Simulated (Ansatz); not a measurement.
`BCCCl` + `CCCCCC` → `CCCCCCCCCl` + BH₃  (formal exchange of groups at a C–B bond)

Computed with Ansatz on PBE0-D4/def2-TZVP structures; ΔE is electronic, products minus reactants. CCSD(T)/CBS is the MP2 limit (def2-TZVPP, def2-QZVPP) plus CCSD(T) − MP2 in def2-TZVPP, frozen cores. This one scheme is used for every species. Functionals use def2-TZVPP. B3LYP here is the variant with VWN-RPA as its local correlation; programs differ in this. Each species was taken in one conformer, which may not be the lowest.

```json
{"level": "PBE0-D4", "ΔE (kJ/mol)": "47.0", "difference from CCSD(T)/CBS": "7.1"}
{"level": "B3LYP-D4", "ΔE (kJ/mol)": "46.1", "difference from CCSD(T)/CBS": "6.2"}
{"level": "ωB97X-V", "ΔE (kJ/mol)": "41.9", "difference from CCSD(T)/CBS": "2.0"}
{"level": "ωB97M-V", "ΔE (kJ/mol)": "45.2", "difference from CCSD(T)/CBS": "5.3"}
{"level": "B2PLYP", "ΔE (kJ/mol)": "42.9", "difference from CCSD(T)/CBS": "3.0"}
{"level": "r2SCAN", "ΔE (kJ/mol)": "49.3", "difference from CCSD(T)/CBS": "9.4"}
{"level": "HF/def2-TZVPP", "ΔE (kJ/mol)": "33.2", "difference from CCSD(T)/CBS": "-6.7"}
{"level": "CCSD/def2-TZVPP", "ΔE (kJ/mol)": "38.9", "difference from CCSD(T)/CBS": "-1.0"}
{"level": "SCS-MP2/def2-QZVPP", "ΔE (kJ/mol)": "37.1", "difference from CCSD(T)/CBS": "-2.8"}
{"level": "HF/CBS(def2)", "ΔE (kJ/mol)": "32.9", "difference from CCSD(T)/CBS": "-7.0"}
{"level": "CCSD(T)/CBS", "ΔE (kJ/mol)": "39.9", "difference from CCSD(T)/CBS": "0"}
```

Largest T1 diagnostic among the species: 0.009.

From PBE to PBE0 (25 % exact exchange), in def2-TZVPP and without D4, ΔE moves by −3.3 kJ/mol. In def2-TZVPP, CCSD(T) changes the Hartree–Fock value by +6.1 kJ/mol (the triples alone add +0.4 kJ/mol) and MP2 by +6.5 kJ/mol.
